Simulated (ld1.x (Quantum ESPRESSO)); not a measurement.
## molybdenum: excitation energies, all-electron against PAW

molybdenum (Mo), PAW, made with ld1.x (Quantum ESPRESSO) 7.5 (PBE, fully relativistic). Core [Ar] 3d10, reference 4s2 4p6 4d5 5s0 5p0 (charge +1). Waves: 4s (bound): rcut 1.45, rcutus 1.55 bohr; 5s (bound, empty): rcut 1.45, rcutus 1.55 bohr; 4p (bound): rcut 1.65, rcutus 1.95 bohr; 5p (bound, empty): rcut 1.65, rcutus 1.95 bohr; 4d (bound): rcut 1.70, rcutus 1.80 bohr; 4d channel at 1.7 Ry: rcut 1.70, rcutus 1.80 bohr. Local part: all-electron potential smoothed inside 1.20 bohr (lloc = -1). Core correction: Bessel-smoothed model core, default radius (core density twice the valence density). Augmentation charge: BESSEL, radius 1.55 bohr.

Open shells are filled in proportion to 2j + 1 (rel_dist='average').

Energies are relative to the spin-unpolarised reference configuration 4s2 4p6 4d5 5s0 5p0; without spin polarisation the order of configurations can differ from experiment. The frozen-core shift is the all-electron ΔE with the core orbitals held at their reference shape minus the fully relaxed ΔE.

```
valence configuration  charge  ΔE all-electron (eV)  error AE − PS (meV)  frozen-core shift (meV)
  4s2 4p6 4d5 5s1 5p0       0                -6.891                 +0.4                      0.0
  4s2 4p6 4d4 5s0 5p0      +2                15.461                 +1.2                     +0.2
  4s2 4p6 4d3 5s0 5p0      +3                42.202                  +11                     +1.4
4s2 4p6 4d5 5s0.5 5p0    +0.5                -4.164                 +0.1                      0.0
  4s2 4p6 4d4 5s2 5p0       0                -6.693                 +4.1                     +0.2
  4s2 4p6 4d5 5s0 5p1       0                -3.753                  0.0                     +0.1
```

What are ΔE and the potential's error for 4s2 4p6 4d4 5s1 5p0?

ΔE = 1.172 eV all-electron; the error (AE − PS) is +2.3 meV.

The ghost test of this file was not conclusive.
